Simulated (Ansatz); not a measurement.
Computed with Ansatz on PBE0-D4/def2-TZVP structures; ΔE is electronic, products minus reactants. CCSD(T)/CBS is the MP2 limit (def2-TZVPP, def2-QZVPP) plus CCSD(T) − MP2 in def2-TZVPP, frozen cores. This one scheme is used for every species. One conformer a species, not always the lowest.

`C[SiH2]C(Cl)Cl` + `[CH3][AlH][OH]` → `[CH3][AlH][O][SiH2]C` + `ClCCl`  (ligand exchange at the Si–C bond)

| level | ΔE (eV) |
| --- | --- |
| CCSD/def2-TZVPP | -1.26 |
| CCSD(T)/def2-TZVPP | -1.21 |

Task: What does CCSD(T)/CBS give? (Best estimate.)

Result: The calculation gave: -1.19 eV. The listed levels differ from it by -0.07, -0.02 eV.

Largest T1 diagnostic among the species: 0.011.

From PBE to PBE0 (25 % exact exchange), in def2-TZVPP and without D4, ΔE moves by −0.08 eV. In def2-TZVPP, CCSD(T) changes the Hartree–Fock value by +0.34 eV (the triples alone add +0.06 eV) and MP2 by +0.36 eV.
